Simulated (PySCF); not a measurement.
Compound: C₃H₆O₂Si.
SMILES: `O=C/C=C/O[SiH3]`

Level: B3LYP/def2-SVPD in PySCF, non-relativistic, on one gas-phase PBE0-D3(BJ)/def2-SVP geometry that isn't relaxed in the solvent. The solvent is an IEF-PCM continuum (Bondi radii, 1.10 Å for H, scaled by 1.2), and excitations are vertical TDDFT with non-equilibrium linear response and a frozen core. Only the electrostatic response of the medium enters.

Gas-phase singlets (H = HOMO, L = LUMO):

```
state  E (eV)  λ (nm)      f  leading configuration
   S1   3.654     339  0.000                H→L 98%
   S2   5.165     240  0.401              H-1→L 95%
   S3   5.693     218  0.000            H-1→L+1 97%
   S4   5.882     211  0.041              H→L+1 96%
   S5   6.524     190  0.000              H-2→L 88%
```

**Question.** How does the list change in cyclohexane (ε = 2.017)?

**Answer.** 
| state | E (eV) | λ (nm) | f | leading configuration | change by rank (eV) |
| --- | --- | --- | --- | --- | --- |
| S1 | 3.737 | 332 | 0.000 | H-1→L 57% | +0.083 |
| S2 | 4.995 | 248 | 0.477 | H→L 57% | -0.170 |
| S3 | 5.856 | 212 | 0.001 | H→L+1 63% | +0.163 |
| S4 | 6.161 | 201 | 0.036 | H-1→L+1 63% | +0.279 |
| S5 | 6.434 | 193 | 0.001 | H-2→L 88% | -0.090 |

**Question.** The ground-state energy changes by -0.105 eV from gas to cyclohexane. By how much does the total energy of gas-phase S5 change?

**Answer.** E(S5) = E(S0) + excitation energy, so it changes by -0.105 − 0.090 = -0.195 eV: it is lowered more than the ground state, which is what a red shift means. This is the vertical state, with the slow part of the continuum still set for S0.

**Question.** How do the frontier levels move from gas to cyclohexane?

**Answer.** 
| orbital | gas (eV) | solvent (eV) | change (eV) |
| --- | --- | --- | --- |
| LUMO+2 | 0.18 | 0.36 | +0.18 |
| LUMO+1 | -0.61 | -0.42 | +0.19 |
| LUMO | -1.85 | -1.86 | -0.01 |
| HOMO | -7.05 | -7.14 | -0.09 |
| HOMO-1 | -7.17 | -7.16 | +0.01 |
| HOMO-2 | -9.60 | -9.47 | +0.13 |
| HOMO-3 | -9.96 | -9.80 | +0.16 |

The HOMO–LUMO gap goes from 5.20 to 5.28 eV. Rows go by rank; for HOMO-1 and HOMO the atom shares or the degeneracy differ between the runs, so the row needn't follow one orbital.

Shape of the structure used: `[O:1]=[CH:2]/[CH:3]=[CH:4]/[O:5][SiH3:6]`: O1–C2–C3–C4 0°, C3–C4–O5–Si6 170°.
